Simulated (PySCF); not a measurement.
# Static response to an electric field

C₆H₇FO₂.
Structure used (GFN2-xTB), in Å, numbered top down from 1:
```xyz
16
C6H7FO2 angstrom
C      2.6792    0.8077    0.1017
O      1.8741   -0.1636    0.7456
C      0.5574   -0.1624    0.4689
C     -0.2584   -1.0932    0.9743
C     -1.7266   -1.0572    0.7332
F     -2.3962   -0.6733    1.9228
C     -2.0524   -0.0607   -0.3307
C     -1.1417    0.7954   -0.7743
O      0.1614    0.8115   -0.3957
H      3.6873    0.6355    0.4720
H      2.6559    0.6844   -0.9843
H      2.3580    1.8210    0.3553
H      0.1428   -1.8358    1.6398
H     -2.1434   -2.0518    0.5220
H     -3.0681   -0.0084   -0.6830
H     -1.3369    1.5597   -1.5114
```

Level: PBE0/def2-SVPD (PySCF), static field, nuclei fixed, core orbitals frozen in the response. The polarisability tensor in these axes (au):

```
x    96.75  12.08  -2.13
y    12.08  72.01 -12.06
z    -2.13 -12.06  66.52
```

Q: What are the eigenvalues, a third of the trace, and Δα (Δα² = ½Σ(αi − αj)² over the three pairs)?

A: Principal values 55.95, 76.39 and 102.94 au; mean 78.43 au = 11.62 Å³ = 12.93 × 10⁻⁴⁰ C²·m²/J; Δα = 40.80 au (52 % of the mean).

Q: What is the dipole moment, and where does it point?

A: (1.63, 0.98, -2.70) D, 3.30 D in size, pointing from the negative to the positive side. Measured along this direction, the outermost atoms are F6 at the negative end and H11 at the positive end.

Q: How large is μ²/3kT at 250 K beside α?

A: In Gaussian units μ²/3kT = 105.46 Å³ against 11.62 Å³, a ratio of 9.07; the Debye molar polarisation (4π/3)N_A(α + μ²/3kT) is 295.4 cm³/mol, leaving out the vibrational part.

Q: What would n − 1 = 2πNα be for an ideal gas of these molecules at 298.15 K and 1 atm, electronic part alone?

A: N = p/kT = 2.4615 × 10¹⁹ cm⁻³, so n − 1 = 2π × N × 11.62 × 10⁻²⁴ cm³ = 1797 × 10⁻⁶ at long wavelengths, for an ideal gas.

Q: What molar refraction does this α imply?

A: Lorentz–Lorenz: R = (4π/3)N_A α = 2.5225 cm³/(mol·Å³) × 11.62 Å³ = 29.3 cm³/mol, in the limit of long wavelengths.

Geometry: GFN2-xTB, one conformer, isolated molecule.
